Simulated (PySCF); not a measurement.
**Energy of Ga(2+) (gallium, charge +2) between two integer charges**

The 4s alpha orbital of [Ar] 3d10 4s1 is emptied in steps (occupation f), with all orbitals relaxed, ending at [Ar] 3d10. Calculation: PySCF 2.14, in aug-pcseg-2 (7s6p4d2f, 59 functions); no relativity, point nucleus. The exact energy is a straight line in f; departures are measured from the line between the end points of the same method.

```csv
f,UHF (eV),LDA (eV),PBE (eV),PBE0 (eV),r2SCAN (eV),LC-wPBE (eV),BHandHLYP (eV),HSE06 (eV),BLYP (eV)
1,0.000,0.000,0.000,0.000,0.000,0.000,0.000,0.000,0.000
0.9,0.009,-0.434,-0.436,-0.319,-0.378,-0.059,-0.225,-0.352,-0.450
0.7,0.022,-1.010,-1.021,-0.746,-0.873,-0.137,-0.528,-0.818,-1.053
0.5,0.025,-1.197,-1.219,-0.890,-1.028,-0.164,-0.632,-0.973,-1.257
0.3,0.021,-0.998,-1.028,-0.749,-0.855,-0.144,-0.536,-0.820,-1.059
0.1,0.009,-0.423,-0.441,-0.321,-0.363,-0.066,-0.234,-0.352,-0.456
0,0.000,0.000,0.000,0.000,0.000,0.000,0.000,0.000,0.000
```

**Question.** For UHF, how does the orbital energy at f = 1 compare with the removal energy?

**Answer.** −ε = 29.296 eV against a total-energy difference of 29.191 eV. By Janak's theorem ε = ∂E/∂f, so the gap between them reflects the curvature. Along the path −ε is 29.273 (f = 0.9), 29.230 (f = 0.7), 29.189 (f = 0.5), 29.149 (f = 0.3), 29.111 (f = 0.1) eV.

| method | E(f=0) − E(f=1) (eV) | −ε at f=1 (eV) | −ε at f=0.5 (eV) |
| --- | --- | --- | --- |
| UHF | 29.191 | 29.296 | 29.189 |
| LDA | 31.392 | 26.567 | 31.426 |
| PBE | 31.085 | 26.246 | 31.063 |
| PBE0 | 30.704 | 27.157 | 30.695 |
| r2SCAN | 30.811 | 26.597 | 30.866 |
| LC-wPBE | 30.698 | 30.026 | 30.676 |
| BHandHLYP | 30.606 | 28.109 | 30.582 |
| HSE06 | 30.785 | 26.864 | 30.778 |
| BLYP | 31.299 | 26.304 | 31.282 |

Reference removal energy between the ground levels: 30.726 eV (measured; NIST Atomic Spectra Database, ionization energies). UHF lacks correlation.
